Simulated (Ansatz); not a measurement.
Reaction (cleavage of the Si–B bond): `OB(F)[SiH2]Br` + `N[SiH3]` → `[SiH3]N[SiH2]Br` + `OBF`

Program: Ansatz. Geometries: PBE0-D4/def2-TZVP. ΔE: electronic, gas phase. CCSD(T)/CBS adds triple-zeta CCSD(T) − MP2 to the extrapolated MP2 energy (def2 sets, frozen cores). This one scheme is used for every species. Functionals use def2-TZVPP. B3LYP here is the variant with VWN-RPA as its local correlation; programs differ in this. HSE06 is defined as in plane-wave codes. For Br outer-core shells are correlated without core-valence functions, which leaves a few kJ/mol of doubt a bond. Scalar relativity is left out up to krypton. One conformer a species, not always the lowest.

`OB(F)[SiH2]Br`:

```xyz
8

O    -0.607    0.131   -1.825
B    -0.849   -0.368   -0.603
F    -1.942   -1.104   -0.447
Si    0.390   -0.029    0.977
Br    2.042    1.251    0.156
H     0.202    0.654   -1.863
H    -0.248    0.726    2.083
H     1.011   -1.260    1.522
```

`N[SiH3]`:

```xyz
7

N     0.861    0.388   -0.495
Si   -0.525   -0.149    0.370
H     0.760    0.723   -1.439
H     1.737   -0.096   -0.382
H    -1.577    0.892    0.236
H    -1.119   -1.442   -0.084
H    -0.137   -0.316    1.794
```

`[SiH3]N[SiH2]Br`:

```xyz
10

Si    1.539   -0.180   -0.308
N     0.014    0.642   -0.230
Si   -1.415    0.097    0.529
Br   -2.611   -1.305   -0.736
H     1.489   -1.260    0.708
H     1.796   -0.771   -1.648
H     2.648    0.761   -0.003
H    -0.102    1.424   -0.862
H    -1.054   -0.657    1.747
H    -2.303    1.249    0.803
```

`OBF`:

Z-matrix (Å, degrees):
```
B
O 1 1.344
F 1 1.332 2 120.3
H 1 1.192 2 120.1 3 -180.0
H 2 0.963 1 113.4 3 -0.0
```

| level | ΔE (kcal/mol) | difference from CCSD(T)/CBS |
| --- | --- | --- |
| LDA (SPW92) | -17.3 | 4.7 |
| PBE-D4 | -17.4 | 4.6 |
| revPBE-D4 | -17.7 | 4.3 |
| BLYP-D4 | -20.3 | 1.7 |
| r2SCAN-D4 | -20.2 | 1.8 |
| B97M-V | -19.9 | 2.1 |
| PBE0-D4 | -19.1 | 2.9 |
| B3LYP-D4 | -21.4 | 0.6 |
| r2SCANh-D4 | -20.7 | 1.3 |
| r2SCAN0-D4 | -21.2 | 0.8 |
| HSE06-D4 | -19.1 | 2.9 |
| BHLYP-D4 | -23.5 | -1.5 |
| CAM-B3LYP-D4 | -22.0 | 0.0 |
| ωB97X-V | -20.7 | 1.3 |
| ωB97M-V | -21.8 | 0.2 |
| B2PLYP | -22.1 | -0.1 |
| PBE-QIDH | -21.5 | 0.5 |
| PBE | -16.8 | 5.2 |
| revPBE | -16.7 | 5.3 |
| BLYP | -19.3 | 2.7 |
| r2SCAN | -20.1 | 1.9 |
| PBE0 | -18.6 | 3.4 |
| B3LYP | -20.6 | 1.4 |
| HSE06 | -18.6 | 3.4 |
| BHLYP | -22.7 | -0.7 |
| CAM-B3LYP | -21.5 | 0.5 |
| LC-ωPBE | -19.5 | 2.5 |
| HF/def2-SVP | -24.7 | -2.7 |
| CCSD/def2-SVP | -22.2 | -0.2 |
| CCSD(T)/def2-SVP | -21.9 | 0.1 |
| HF/def2-TZVPP | -25.1 | -3.1 |
| MP2/def2-TZVPP | -23.9 | -1.9 |
| SCS-MP2/def2-TZVPP | -23.9 | -1.9 |
| CCSD/def2-TZVPP | -22.4 | -0.4 |
| CCSD(T)/def2-TZVPP | -22.0 | 0.0 |
| HF/def2-QZVPP | -25.5 | -3.5 |
| SCS-MP2/def2-QZVPP | -24.1 | -2.1 |
| HF/CBS(def2) | -25.5 | -3.5 |
| MP2/CBS(def2) | -24.0 | -2.0 |
| CCSD/CBS(def2) | -22.4 | -0.4 |
| CCSD(T)/CBS | -22.0 | 0 |

(1) What do rigid-rotor, harmonic-oscillator terms from PBE0-D4/def2-TZVP frequencies (298.15 K, 1 bar) make of the CCSD(T)/CBS value? (Best estimate.)

Largest T1 diagnostic among the species: 0.013.

Answers

(1) Computed: ΔZPE = -0.2 kcal/mol, ΔH = -22.5 kcal/mol, ΔS = 0 J/(mol·K), ΔG = -22.5 kcal/mol. Modes under 50 cm⁻¹ make the entropy rough.

From BLYP to BHLYP (50 % exact exchange), in def2-TZVPP and without D4, ΔE moves by −3.4 kcal/mol. Leaving LDA and LC-ωPBE aside and taking each functional with its dispersion term where it has one, the values spread over 6.2 kcal/mol, from BHLYP-D4 to PBE-D4.
